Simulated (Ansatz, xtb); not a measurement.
**Relative energy of two isomers of C7H6Cl2**

Structure I is `ClC1=CC=C[C@H](Cl)C=C1`, a singlet and structure II is `ClC(Cl)C=C1C=CC=C1`, a singlet. Both are isolated molecules in the gas phase, relaxed with PBE0-D3(BJ)/def2-SVP; each stands in its lowest conformer found.

Quicker runs give these differences E(II) − E(I): GFN2-xTB +10.3 kcal/mol; HF/STO-3G +5.3 kcal/mol (at GFN2-xTB geometries); r2SCAN-D4/def2-SVP +6.8 kcal/mol (at GFN2-xTB geometries).

Question: Estimate E(II) − E(I) at the level CCSD(T)/def2-SVP + ΔMP2/def2-TZVPP.

Answer: Calculated at CCSD(T)/def2-SVP + ΔMP2/def2-TZVPP: E(II) − E(I) = +4.8 kcal/mol, so structure I lies lower.

The same difference at several levels:

```
                             level              geometry  E(II) − E(I) (kcal/mol)  departure from the last row (kcal/mol)  job, with rough time for the two
                          GFN2-xTB              GFN2-xTB                     +10.3                                    +5.4              optimisation, 0.22 s
                         HF/STO-3G              GFN2-xTB                      +5.3                                    +0.4               single point, 0.5 s
                r2SCAN-D4/def2-SVP              GFN2-xTB                      +6.8                                    +2.0               single point, 4.6 s
              PBE0-D3(BJ)/def2-SVP  PBE0-D3(BJ)/def2-SVP                      +7.5                                    +2.7                optimisation, 39 s
                       HF/def2-SVP  PBE0-D3(BJ)/def2-SVP                      +3.2                                    −1.6           part of the CCSD(T) run
                      MP2/def2-SVP  PBE0-D3(BJ)/def2-SVP                      +7.4                                    +2.5           part of the CCSD(T) run
                  CCSD(T)/def2-SVP  PBE0-D3(BJ)/def2-SVP                      +6.3                                    +1.5                      single point
CCSD(T)/def2-SVP + ΔMP2/def2-TZVPP  PBE0-D3(BJ)/def2-SVP                      +4.8                                                     single point, 2.1 min
```

As drawn, both hold the same kinds of bond in the same numbers. Structure I has a 7-membered ring, II a 5-membered ring.

None of the levels shown reverses the order. The largest departure from CCSD(T)/def2-SVP + ΔMP2/def2-TZVPP is that of GFN2-xTB, 5.4 kcal/mol. The last row adds to CCSD(T) the change of the MP2 difference between the two basis sets, here −1.5 kcal/mol.

With thermal terms from frequencies at re-optimised GFN2-xTB minima (ideal gas, soft modes damped towards free rotors, one conformer each, 298.15 K, 1 atm): on the last row, ΔE + ΔZPE = +4.1, ΔH = +4.4, ΔG = +3.3 kcal/mol.

The correlated steps freeze 17 core orbitals. Mirror images aren't counted in ΔG. Programs: Ansatz 0.2.0, xtb 6.7.1; the last row on 4 threads of Arm Neoverse V2 on a shared host.
